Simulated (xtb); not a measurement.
ammonia (H$_{3}$N), singlet, from a rough starting geometry; xtb with GFN2-xTB.

xtb was given this input:
```
$ xtb mol.xyz --gfn 2 --opt vtight --json

# file mol.xyz
4

N     -0.02508805     0.00663027     0.27020021
H     -0.01691158     0.91993550    -0.10793945
H      0.78999988    -0.48692800    -0.07466998
H     -0.83877172    -0.44857730    -0.08847913
```

### Question
Write the output that xtb gives for this input, abridged.

### Answer

```
   ID    Z sym.   atoms
    1    7 N      1
    2    1 H      2-4

           -------------------------------------------------
          |                Calculation Setup                |
           -------------------------------------------------

           -------------------------------------------------
          |                 G F N 2 - x T B                 |
           -------------------------------------------------

          ...................................................
          :                      SETUP                      :
          :.................................................:
          :  # basis functions                   7          :
          :  # atomic orbitals                   7          :
          :  # shells                            5          :
          :  # electrons                         8          :
          :  max. iterations                   250          :
          :  Hamiltonian                  GFN2-xTB          :
          :  restarted?                      false          :
          :  GBSA solvation                  false          :
          :  PC potential                    false          :
          :  electronic temp.          300.0000000     K    :
          :  accuracy                    1.0000000          :
          :  -> integral cutoff          0.2500000E+02      :
          :  -> integral neglect         0.1000000E-07      :
          :  -> SCF convergence          0.1000000E-05 Eh   :
          :  -> wf. convergence          0.1000000E-03 e    :
          :  Broyden damping             0.4000000          :
          :  net charge                          0          :
          :  unpaired electrons                  0          :
          ...................................................

 iter      E             dE          RMSdq      gap      omega  full diag
   1     -4.4734610 -0.447346E+01  0.414E+00   12.04       0.0  T
   2     -4.4876966 -0.142356E-01  0.171E+00   12.62       1.0  T
   3     -4.4881756 -0.479004E-03  0.685E-01   12.72       1.0  T
   4     -4.4881928 -0.172662E-04  0.420E-02   12.66       1.2  T
   5     -4.4881929 -0.727272E-07  0.161E-02   12.65       3.1  T
   6     -4.4881932 -0.238447E-06  0.124E-03   12.65      40.3  T
   7     -4.4881932 -0.383795E-09  0.647E-04   12.65      77.3  T
   8     -4.4881932 -0.172113E-09  0.512E-05   12.65     975.8  T

   *** convergence criteria satisfied after 8 iterations ***

         :::::::::::::::::::::::::::::::::::::::::::::::::::::
         ::                     SUMMARY                     ::
         :::::::::::::::::::::::::::::::::::::::::::::::::::::
         :: total energy              -4.425584966642 Eh    ::
         :: gradient norm              0.031004748237 Eh/a0 ::
         :: HOMO-LUMO gap             12.650247674639 eV    ::
         ::.................................................::
         :: SCC energy                -4.488193158283 Eh    ::
         :: -> isotropic ES            0.014795954401 Eh    ::
         :: -> anisotropic ES          0.001595894116 Eh    ::
         :: -> anisotropic XC          0.004322197411 Eh    ::
         :: -> dispersion             -0.000365654877 Eh    ::
         :: repulsion energy           0.062608191641 Eh    ::
         :: add. restraining           0.000000000000 Eh    ::
         :: total charge              -0.000000000000 e     ::
         :::::::::::::::::::::::::::::::::::::::::::::::::::::

      -----------------------------------------------------------
     |                   =====================                   |
     |                        A N C O P T                        |
     |                   =====================                   |
     |               Approximate Normal Coordinate               |
     |                Rational Function Optimizer                |
      -----------------------------------------------------------
[...]
 * total energy  :    -4.4255850 Eh     change       -0.6989964E-12 Eh
 * total energy  :    -4.4262166 Eh     change       -0.6316271E-03 Eh
 * total energy  :    -4.4262411 Eh     change       -0.2446246E-04 Eh
 * total energy  :    -4.4262438 Eh     change       -0.2694478E-05 Eh
 * total energy  :    -4.4262440 Eh     change       -0.2839236E-06 Eh
 * total energy  :    -4.4262440 Eh     change       -0.2293129E-08 Eh
   *** GEOMETRY OPTIMIZATION CONVERGED AFTER 6 ITERATIONS ***
[...]
         ::                     SUMMARY                     ::
         :::::::::::::::::::::::::::::::::::::::::::::::::::::
         :: total energy              -4.426244036852 Eh    ::
         :: gradient norm              0.000006077448 Eh/a0 ::
         :: HOMO-LUMO gap             12.232880008574 eV    ::
         ::.................................................::
         :: SCC energy                -4.482390341881 Eh    ::
         :: -> isotropic ES            0.014476581862 Eh    ::
         :: -> anisotropic ES          0.001837013421 Eh    ::
         :: -> anisotropic XC          0.004465779808 Eh    ::
         :: -> dispersion             -0.000366931663 Eh    ::
         :: repulsion energy           0.056146305028 Eh    ::
         :: add. restraining           0.000000000000 Eh    ::
         :: total charge               0.000000000000 e     ::
         :::::::::::::::::::::::::::::::::::::::::::::::::::::

           -------------------------------------------------
          |                Property Printout                |
           -------------------------------------------------

    * Orbital Energies and Occupations

         #    Occupation            Energy/Eh            Energy/eV
      -------------------------------------------------------------
         1        2.0000           -0.5948290             -16.1861
         2        2.0000           -0.5010623             -13.6346
         3        2.0000           -0.5010608             -13.6346
         4        2.0000           -0.3859827             -10.5031 (HOMO)
         5                          0.0635673               1.7298 (LUMO)
         6                          0.2149512               5.8491
         7                          0.2149616               5.8494
      -------------------------------------------------------------
                  HL-Gap            0.4495501 Eh           12.2329 eV
             Fermi-level           -0.1612077 Eh           -4.3867 eV

     #   Z          covCN         q      C6AA      α(0)
     1   7 N        2.580    -0.428    31.189     8.294
     2   1 H        0.860     0.143     1.451     1.887
     3   1 H        0.860     0.143     1.451     1.887
     4   1 H        0.860     0.143     1.451     1.887

 Mol. C6AA /au·bohr⁶  :         84.333760
 Mol. C8AA /au·bohr⁸  :       1500.521448
 Mol. α(0) /au        :         13.955419

Wiberg/Mayer (AO) data.
largest (>0.10) Wiberg bond orders for each atom

 ---------------------------------------------------------------------------
     #   Z sym  total        # sym  WBO       # sym  WBO       # sym  WBO
 ---------------------------------------------------------------------------
     1   7 N    2.937 --     3 H    0.979     4 H    0.979     2 H    0.979
     2   1 H    0.980 --     1 N    0.979
     3   1 H    0.980 --     1 N    0.979
     4   1 H    0.980 --     1 N    0.979
 ---------------------------------------------------------------------------

Topologies differ in total number of bonds
Writing topology from bond orders to xtbtopo.mol

molecular dipole:
                 x           y           z       tot (Debye)
 q only:        0.002      -0.006      -0.297
   full:        0.006      -0.014      -0.701       1.783
molecular quadrupole (traceless):
                xx          xy          yy          xz          yz          zz
 q only:        0.392       0.001       0.392       0.029      -0.022      -0.783
  q+dip:        0.764       0.001       0.764       0.064      -0.041      -1.528
   full:        0.892       0.001       0.892       0.067      -0.049      -1.783

optimized geometry written to: xtbopt.xyz

           -------------------------------------------------
          | TOTAL ENERGY               -4.426244036852 Eh   |
          | GRADIENT NORM               0.000006077448 Eh/α |
          | HOMO-LUMO GAP              12.232880008574 eV   |
           -------------------------------------------------
```
